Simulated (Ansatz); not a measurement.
`BrB(Br)Br` + `BF` → `FB(Br)Br` + `BBr` at 400 K and 1 bar (redistribution).

Gas-phase electronic energies from Ansatz, PBE0-D4/def2-TZVP geometries. CCSD(T)/CBS adds triple-zeta CCSD(T) − MP2 to the extrapolated MP2 energy (def2 sets, frozen cores). This one scheme is used for every species. For Br outer-core shells are correlated without core-valence functions, which leaves a few kJ/mol of doubt a bond. Scalar relativity is left out up to krypton.

```tsv
species	CCSD(T)/CBS energy (Eh)	H − E (kJ/mol)	S (J/(mol·K))
`BrB(Br)Br`	-7744.85335	38.6	344.8
`BF`	-125.82039	73.4	234.2
`FB(Br)Br`	-5271.35159	42.3	329.8
`BBr`	-2599.32470	69.2	259.0
```

H − E and S are ideal-gas, rigid-rotor, harmonic terms from PBE0-D4/def2-TZVP. 1 Eh = 2625.50 kJ/mol, R = 8.31446 J/(mol·K).

Q: By hand: ΔE, ΔH, ΔS and ΔG.

A: ΔE = (-5271.35159) + (-2599.32470) − (-7744.85335) − (-125.82039) = -0.00255 Eh = -6.7 kJ/mol. Δ(H − E) = 42.3 + 69.2 − 38.6 − 73.4 = -0.5, so ΔH = -7.2 kJ/mol. ΔS = 329.8 + 259.0 − 344.8 − 234.2 = 9.8 J/(mol·K). ΔG = -7.2 − 400 × (9.8)/1000 = -11.1 kJ/mol.

Q: By hand: the equilibrium constant, and the temperature at which ΔG would vanish if ΔH and ΔS stayed fixed.

A: log₁₀ K = −ΔG/(RT ln 10) = 1.4. ΔH and −TΔS have one sign here, so there is no such temperature.

TΔS isn't small against ΔH here. A doubt of 5 kJ/mol in ΔE shifts log₁₀ K by 0.7 here. These are equilibria of isolated gas molecules and say nothing of rates. Largest T1 diagnostic: 0.013 (customary marks: 0.02 for closed shells, 0.045 for open ones).
